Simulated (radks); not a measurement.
Values are calculated unless marked as measured or tabulated.
All-electron atom: Bi18+ in [Kr] 4d10 4f14 5s2 5p3. Code: a radial shooting solver on a logarithmic mesh with Libxc functionals. Model: scalar-relativistic Kohn-Sham, BLYP, spin-polarised, spherical densities, finite nucleus; open shells are filled with parallel spins first (spin-orbit coupling, left out, can overturn this in heavy ions); Fermi nuclear charge, rms radius 5.5211 fm. Some entries of the table are withheld. Estimate them.

orbital  occ.  eigenvalue (eV)  r(max) (bohr)  <r> (bohr)
1s up       1        -91034.29       0.009662     0.01579
1s down     1        -91033.62       0.009662     0.01579
2s up       1        -16689.71        0.05620     0.06648
2s down     1        -16689.36        0.05620     0.06648
2p up       3        -14342.50        0.04690     0.06053
2p down     3        -14341.96        0.04690     0.06053
3s up       1        -4327.482         0.1584      0.1715
3s down     1        -4327.065         0.1584      0.1715
3p up       3        -3656.331         0.1588      0.1736
3p down     3        -3655.857         0.1588      0.1736
3d up       5        -2981.535         0.1293      0.1573
3d down     5        -2981.069         0.1293      0.1573
4s up       1        -1290.922         0.3552      0.3759
4s down     1        -1290.111         0.3553      0.3759
4p up       3        -1070.004         0.3750      0.4006
4p down     3        -1069.129         0.3750      0.4004
4d up       5        -817.2550         0.3799      0.4186
4d down     5        -816.2221         0.3799      0.4180
4f up       7        -538.4306         0.3386      0.4282
4f down     7        -537.1588         0.3385      0.4265
5s up       1        -519.1918         0.7453      0.7741
5s down     1        -513.8935         0.7428      0.7727
5p up       3        -447.3803            (1)         (2)
5p down     0        -441.8393            (3)         (4)

Answer. 
(1) 5p up r(max) (bohr): 0.8118
(2) 5p up <r> (bohr): 0.8433
(3) 5p down r(max) (bohr): 0.8098
(4) 5p down <r> (bohr): 0.8440
